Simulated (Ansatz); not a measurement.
Steps of a relaxation of C2H7GeN (`C=[C](N)[GeH3]`) with RKS PBE-D4/def2-SVP.

```sh
$ ansatz run in.yaml --threads 4 --pin off --events-out ev --progress --plain --max-ram 10444MiB
```

```yaml
crystal:
  periodic: [false, false, false]
  atoms:
    - {symbol: C, position_ang: [-1.239400, 0.822600, -0.209000]}
    - {symbol: C, position_ang: [-0.307800, 0.075700, 0.203700]}
    - {symbol: N, position_ang: [-0.307000, -0.380600, 1.542900]}
    - {symbol: Ge, position_ang: [1.208100, -0.373200, -0.990000]}
    - {symbol: H, position_ang: [-1.298300, 1.228000, -1.256600]}
    - {symbol: H, position_ang: [-2.093600, 1.170900, 0.441400]}
    - {symbol: H, position_ang: [-1.004800, -0.129400, 2.235300]}
    - {symbol: H, position_ang: [0.550600, -0.966000, 1.882300]}
    - {symbol: H, position_ang: [0.595400, -0.488300, -2.391200]}
    - {symbol: H, position_ang: [1.751800, -1.737000, -0.527700]}
    - {symbol: H, position_ang: [2.210300, 0.720400, -0.910400]}
basis:
  gaussian: {orbitals: def2-SVP}
hamiltonian: {xc: pbe, dispersion: d4}
relax: {f_tol: 0.03, max_steps: 200}
```

Positions (Å) and forces (eV/Å) along the path, 11 of 15 steps:

```xyz
11
step=1 energy=-60171.7590 eV
C    -1.239    0.823   -0.209   -5.476    4.615   -3.081
C    -0.308    0.076    0.204    4.019   -3.604    3.565
N    -0.307   -0.381    1.543    3.273   -1.893   -0.361
Ge    1.208   -0.373   -0.990   -1.294   -0.678    0.462
H    -1.298    1.228   -1.257    0.101   -0.351    0.648
H    -2.094    1.171    0.441    0.544   -0.283   -0.310
H    -1.005   -0.129    2.235   -0.152    0.188   -0.047
H     0.551   -0.966    1.882   -2.237    1.427   -0.637
H     0.595   -0.488   -2.391    0.049   -0.003   -0.253
H     1.752   -1.737   -0.528    0.264   -0.153   -0.001
H     2.210    0.720   -0.910    0.910    0.736    0.015
11
step=2 energy=-60172.2896 eV
C    -1.312    0.883   -0.216   -1.222    0.982   -0.779
C    -0.321    0.103    0.229    0.641   -0.965    1.250
N    -0.268   -0.404    1.533    1.000   -0.404   -0.514
Ge    1.181   -0.393   -0.951   -0.332   -0.034   -0.035
H    -1.379    1.244   -1.261    0.211   -0.154    0.222
H    -2.163    1.202    0.423    0.246   -0.140    0.002
H    -0.941   -0.138    2.249   -0.075    0.094   -0.042
H     0.538   -0.978    1.834   -0.655    0.459   -0.156
H     0.641   -0.504   -2.396    0.028    0.004   -0.030
H     1.809   -1.749   -0.526   -0.050   -0.020    0.066
H     2.281    0.677   -0.896    0.209    0.179    0.016
11
step=4 energy=-60172.3481 eV
C    -1.350    0.839   -0.233    0.084    0.032    0.002
C    -0.335    0.071    0.245    0.068   -0.064   -0.052
N    -0.252   -0.423    1.529   -0.092    0.023   -0.036
Ge    1.157   -0.386   -0.954   -0.047   -0.018    0.008
H    -1.364    1.152   -1.285   -0.035    0.035   -0.002
H    -2.173    1.183    0.416   -0.039   -0.033   -0.024
H    -0.895   -0.075    2.238   -0.038    0.015    0.098
H     0.587   -0.880    1.868    0.106   -0.004    0.022
H     0.655   -0.364   -2.415    0.013    0.009   -0.027
H     1.707   -1.797   -0.598   -0.019   -0.006    0.001
H     2.327    0.622   -0.789   -0.002    0.011    0.011
11
step=6 energy=-60172.3623 eV
C    -1.359    0.794   -0.238    0.100   -0.059    0.031
C    -0.321    0.058    0.248   -0.147    0.109   -0.075
N    -0.256   -0.440    1.541    0.462   -0.133    0.246
Ge    1.159   -0.403   -0.962    0.020   -0.066   -0.044
H    -1.405    1.085   -1.297   -0.001   -0.004    0.043
H    -2.197    1.105    0.413    0.010   -0.016   -0.042
H    -0.910   -0.041    2.221    0.047   -0.014   -0.021
H     0.674   -0.640    1.942   -0.456    0.129   -0.199
H     0.695   -0.180   -2.426    0.040    0.007    0.079
H     1.588   -1.889   -0.758   -0.029    0.093   -0.011
H     2.398    0.494   -0.662   -0.046   -0.047   -0.005
11
step=7 energy=-60172.3739 eV
C    -1.385    0.761   -0.241   -0.050    0.022   -0.022
C    -0.324    0.068    0.246    0.045   -0.051    0.050
N    -0.222   -0.413    1.547   -0.003    0.034   -0.009
Ge    1.150   -0.410   -0.962    0.066   -0.033   -0.020
H    -1.449    1.030   -1.304   -0.011    0.003    0.023
H    -2.227    1.058    0.412    0.007   -0.009   -0.033
H    -0.895   -0.035    2.223    0.063   -0.014   -0.030
H     0.717   -0.508    1.938   -0.044    0.013    0.008
H     0.771   -0.062   -2.420   -0.032    0.014    0.010
H     1.495   -1.921   -0.844   -0.038    0.007   -0.005
H     2.435    0.376   -0.573   -0.003    0.013    0.030
11
step=8 energy=-60172.3739 eV rejected
C    -1.402    0.715   -0.255   -0.044   -0.031    0.010
C    -0.313    0.074    0.241    0.067   -0.072    0.098
N    -0.177   -0.378    1.554   -0.007    0.104   -0.043
Ge    1.160   -0.419   -0.962    0.006    0.003   -0.046
H    -1.482    0.954   -1.324   -0.001    0.002    0.013
H    -2.258    0.986    0.390    0.010    0.010   -0.006
H    -0.863   -0.006    2.220    0.040   -0.018   -0.002
H     0.772   -0.369    1.939   -0.091   -0.007   -0.017
H     0.805    0.095   -2.390    0.116   -0.068    0.143
H     1.352   -1.973   -0.958    0.038    0.228   -0.031
H     2.472    0.264   -0.435   -0.134   -0.150   -0.118
11
step=9 energy=-60172.3774 eV
C    -1.394    0.733   -0.252    0.144   -0.100    0.072
C    -0.317    0.066    0.246   -0.099    0.067   -0.119
N    -0.203   -0.393    1.552    0.000    0.005    0.086
Ge    1.160   -0.418   -0.961   -0.124    0.065    0.011
H    -1.462    1.000   -1.314    0.014   -0.019   -0.042
H    -2.248    1.013    0.390   -0.018    0.015    0.039
H    -0.864    0.006    2.225   -0.050    0.000    0.018
H     0.737   -0.459    1.945    0.024   -0.003   -0.033
H     0.776    0.019   -2.393    0.040    0.004   -0.024
H     1.433   -1.944   -0.912    0.014   -0.020   -0.004
H     2.449    0.320   -0.504    0.054   -0.014   -0.003
11
step=10 energy=-60172.3822 eV
C    -1.411    0.707   -0.253    0.064   -0.034    0.032
C    -0.320    0.068    0.247   -0.018    0.025   -0.030
N    -0.187   -0.371    1.561    0.010    0.048    0.007
Ge    1.155   -0.413   -0.962    0.025   -0.012   -0.038
H    -1.492    0.946   -1.321    0.015   -0.003   -0.012
H    -2.260    0.993    0.392   -0.018   -0.012    0.020
H    -0.859    0.018    2.229   -0.031   -0.007    0.004
H     0.759   -0.389    1.948    0.004   -0.005   -0.027
H     0.829    0.096   -2.391    0.024   -0.015    0.075
H     1.373   -1.954   -0.975   -0.006    0.049   -0.012
H     2.479    0.242   -0.455   -0.070   -0.034   -0.020
11
step=12 energy=-60172.3854 eV
C    -1.422    0.680   -0.257    0.008   -0.020    0.009
C    -0.315    0.074    0.248    0.000   -0.001    0.014
N    -0.165   -0.339    1.569    0.023    0.046   -0.002
Ge    1.154   -0.417   -0.962    0.043   -0.013   -0.041
H    -1.513    0.899   -1.329    0.009   -0.004    0.003
H    -2.278    0.950    0.386    0.003   -0.002    0.008
H    -0.849    0.038    2.232   -0.008   -0.010   -0.002
H     0.783   -0.313    1.951   -0.031   -0.008   -0.028
H     0.873    0.178   -2.367    0.026   -0.028    0.074
H     1.305   -1.964   -1.053   -0.004    0.077   -0.003
H     2.493    0.157   -0.398   -0.068   -0.037   -0.032
11
step=13 energy=-60172.3871 eV
C    -1.430    0.662   -0.260    0.007    0.022   -0.022
C    -0.314    0.080    0.249   -0.022   -0.027    0.013
N    -0.157   -0.316    1.573    0.034   -0.001    0.004
Ge    1.153   -0.417   -0.961   -0.001    0.012    0.003
H    -1.520    0.870   -1.334   -0.015    0.004   -0.001
H    -2.285    0.932    0.383   -0.017   -0.001    0.002
H    -0.843    0.050    2.241   -0.001    0.004   -0.027
H     0.793   -0.288    1.946    0.012   -0.002    0.026
H     0.900    0.216   -2.349    0.000    0.003   -0.005
H     1.273   -1.959   -1.091   -0.002   -0.008    0.000
H     2.495    0.112   -0.378    0.005   -0.004    0.007
11
step=15 energy=-60172.3877 eV
C    -1.441    0.641   -0.262    0.023   -0.006    0.017
C    -0.313    0.082    0.248   -0.023    0.013   -0.010
N    -0.139   -0.292    1.577    0.014   -0.001   -0.005
Ge    1.153   -0.418   -0.960    0.010   -0.011   -0.019
H    -1.545    0.832   -1.339    0.002    0.000    0.004
H    -2.299    0.906    0.383    0.001   -0.007   -0.002
H    -0.833    0.067    2.240   -0.007    0.005    0.005
H     0.812   -0.237    1.947   -0.013    0.000   -0.006
H     0.946    0.272   -2.330    0.000   -0.004    0.013
H     1.222   -1.959   -1.148    0.008    0.024    0.008
H     2.502    0.048   -0.335   -0.016   -0.014   -0.006
```

It took 12 s on 4 threads of an AMD EPYC 9R14 on a shared host, with 0.18 GiB of host memory at the peak.
